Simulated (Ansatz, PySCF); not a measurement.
System: molecular iodine, I2 (charge 0, singlet). 
Coordinates optimised at B3LYP-D3(BJ)/def2-TZVP (Ansatz, an electronic-structure program):
```xyz
2

I      0.0000     0.0000    -1.3474
I      0.0000     0.0000     1.3474
```
Charge 0, spin multiplicity 1.

Total electronic energies in hartree. Cores are frozen in the correlated levels unless marked. Spin-orbit coupling is left out. Frozen are the shells of the preceding noble gas and the d and f shells that filled before the atom's block. Past Kr the def2 sets carry scalar-relativistic core potentials. Basis-set limits of correlation are two-point, X^-3; Hartree-Fock from the larger set. The bracket is a focal-point correction in the basis named.

| level | program | energy (Eh) |
|---|---|---|
| HF/def2-TZVPPD | Ansatz | -593.33987 |
| RI-HF/def2-TZVPP | Ansatz | -593.33903 |
| RI-HF/def2-QZVPP | Ansatz | -593.34284 |
| RI-HF/def2-QZVPPD | Ansatz | -593.34286 |
| TPSS/def2-TZVPD | PySCF | -595.21454 |
| r2SCAN-D3(BJ)/def2-TZVPD | Ansatz + dftd3 | -595.66501 |
| B3LYP/def2-TZVPD | Ansatz | -595.62606 |
| PBE0/def2-TZVP | Ansatz | -595.46018 |
| PBE0/def2-QZVPP | Ansatz | -595.46356 |
| TPSSh-D4/def2-TZVPD | PySCF + dftd4 | -595.25656 |
| r2SCANh-D4/def2-TZVPD | Ansatz + dftd4 | -595.64409 |
| r2SCAN0/def2-TZVPD | Ansatz | -595.61275 |
| B2PLYP-D3(BJ)/def2-TZVPD | Ansatz + dftd3 | -594.88676 |
| RPA@PBE/def2-TZVPP | Ansatz | -593.78605 |
| RI-MP2/CBS(def2-TZVPPD,def2-QZVPPD) | Ansatz | -593.6840 |
| SCS-MP2/def2-TZVPP | Ansatz | -593.60834 |
| SCS-MP2/def2-TZVPPD | Ansatz | -593.61065 |
| CCSD/def2-SVP | Ansatz | -593.52941 |
| CCSD/def2-TZVPP | Ansatz | -593.63968 |
| CCSD(T)/def2-SVP | Ansatz | -593.53414 |
| CCSD(T)/def2-TZVPP | Ansatz | -593.65251 |
| RI-MP2/CBS(def2-TZVPPD,def2-QZVPPD)+[CCSD(T)-MP2]/def2-QZVPPD | Ansatz | -593.7272 |
| CCSD(T)/CBS(def2-TZVPPD,def2-QZVPPD) | Ansatz | -593.7284 |

Totals of different functionals don't rank their quality; only differences between species are comparable.
